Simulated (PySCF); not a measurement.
Stepwise substitution at one centre (Si Cl-SH). Gas-phase values, no solvent. One relaxed conformer stands for each flexible species; it need not be the lowest. Strings in code marks are SMILES.

Computed with PBE-D3(BJ)/def2-TZVP // r2SCAN-D4/def2-TZVP (PySCF). All candidates: neutral, multiplicity 1. Excitations are Tamm–Dancoff values on a coarser integration grid. The basis has no diffuse functions, so Rydberg states are missing or too high.

| Property | Value |
|---|---|
| HOMO | -6.33 eV |
| T1 excitation (TDA) | 4.45 eV |
| LUMO | -1.73 eV |

Task: Identify which member has these values.
(A) `S[Si](S)(S)S`
(B) `S[Si](S)(S)Cl`
(C) `S[Si](Cl)(Cl)Cl`

Result: B, `S[Si](S)(S)Cl`. The others give `S[Si](S)(S)S`: -6.11 eV, 4.21 eV, -1.77 eV; `S[Si](Cl)(Cl)Cl`: -6.92 eV, 5.10 eV, -1.61 eV
